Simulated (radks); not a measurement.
The chlorine anion Cl-, [Ar], held by a Watson sphere: a shell of charge +1.16 at radius R that stands for the Madelung well of a crystal (potential energy -1.16/R inside, -1.16/r outside, in hartree with lengths in bohr). All-electron calculation, non-relativistic Kohn-Sham, LB94 model potential, spin-polarised, spherical densities, point nucleus. Program: a radial shooting solver on a logarithmic mesh with Libxc functionals. Response by self-consistent Sternheimer equations with the Hartree and adiabatic LDA kernel. The sphere does not respond.

| R (bohr) | e(2p) (eV) | e(3s) (eV) | e(3p) (eV) | <r> 3p (bohr) | sum of <r^2> (bohr^2) | X-ray form factor at sin(theta)/lambda = 0.2 1/angstrom | alpha (bohr^3) |
|---|---|---|---|---|---|---|---|
| 2.1 | -207.19 | -26.913 | -15.409 | 1.866 | 32.45 | 12.222 | 16.60 |
| 2.26 | -206.98 | -26.472 | -15.032 | 1.885 | 33.06 | 12.182 | 17.55 |
| 2.41 | -206.76 | -26.072 | -14.678 | 1.901 | 33.59 | 12.152 | 18.45 |
| 2.51 | -206.60 | -25.815 | -14.445 | 1.911 | 33.92 | 12.135 | 19.06 |
| 3.84 | -204.38 | -23.036 | -11.753 | 1.987 | 36.69 | 12.048 | 26.36 |
| 3.87 | -204.33 | -22.986 | -11.703 | 1.987 | 36.72 | 12.047 | 26.49 |
| 4.32 | -203.68 | -22.291 | -11.007 | 1.998 | 37.16 | 12.043 | 28.28 |
| 4.64 | -203.26 | -21.855 | -10.570 | 2.003 | 37.39 | 12.042 | 29.31 |
